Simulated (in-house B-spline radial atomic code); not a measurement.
Ionisation energies along the 51-electron series, configuration [Kr] 4d10 4f5, as differences of self-consistent energies. NIST's values go from ground level to ground level; the uncertainty of those that are theory runs from under 0.1 % in few-electron ions to several per cent in heavy many-electron ones. Computed with a radial B-spline atomic code at the basis-set limit: non-relativistic Hartree-Fock, average of the configuration, point nuclei.

This level leaves out relativity, spin-orbit splitting included, which matters for heavy ions.

```
  ion  configuration after  ionisation energy (eV)  IE/(q+1)² (eV)  -ε less Coulomb ΔSCF (eV)  tabulated value (eV)    tabulated kind  computed minus tabulated (eV)
Tb14+        [Kr] 4d10 4f4                   286.1          1.2717                     2.3928                   294  tabulated theory                           -7.9
Dy15+        [Kr] 4d10 4f4                   323.6          1.2641                     2.4311                   332  tabulated theory                           -8.4
Ho16+        [Kr] 4d10 4f4                   363.0          1.2561                     2.4669                   373  tabulated theory                          -10.0
Er17+        [Kr] 4d10 4f4                   404.3          1.2478                     2.5005                   415  tabulated theory                          -10.7
Tm18+        [Kr] 4d10 4f4                   447.4          1.2394                     2.5318                   460  tabulated theory                          -12.6
Yb19+        [Kr] 4d10 4f4                   492.4          1.2309                     2.5612                   505  tabulated theory                          -12.6
Lu20+        [Kr] 4d10 4f4                   539.2          1.2226                     2.5888                   560  tabulated theory                          -20.8
Hf21+        [Kr] 4d10 4f4                   587.8          1.2144                     2.6146                   610  tabulated theory                          -22.2
Ta22+        [Kr] 4d10 4f4                   638.2          1.2064                      2.639                   660  tabulated theory                          -21.8
 W23+        [Kr] 4d10 4f4                   690.4          1.1985                     2.6619                 685.6    semi-empirical                            4.8
Re24+        [Kr] 4d10 4f4                   744.3           1.191                     2.6835                   760  tabulated theory                          -15.7
Os25+        [Kr] 4d10 4f4                   800.1          1.1836                      2.704                   820  tabulated theory                          -19.9
Ir26+        [Kr] 4d10 4f4                   857.7          1.1765                     2.7233                   870  tabulated theory                          -12.3
Pt27+        [Kr] 4d10 4f4                   917.0          1.1696                     2.7416                   930  tabulated theory                          -13.0
Au28+        [Kr] 4d10 4f4                   978.0          1.1629                     2.7591                   990  tabulated theory                          -12.0
Hg29+        [Kr] 4d10 4f4                  1040.9          1.1565                     2.7756                  1050  tabulated theory                           -9.1
Tl30+        [Kr] 4d10 4f4                  1105.4          1.1503                     2.7914                  1110  tabulated theory                           -4.6
Pb31+        [Kr] 4d10 4f4                  1171.8          1.1443                     2.8064                  1180  tabulated theory                           -8.2
```
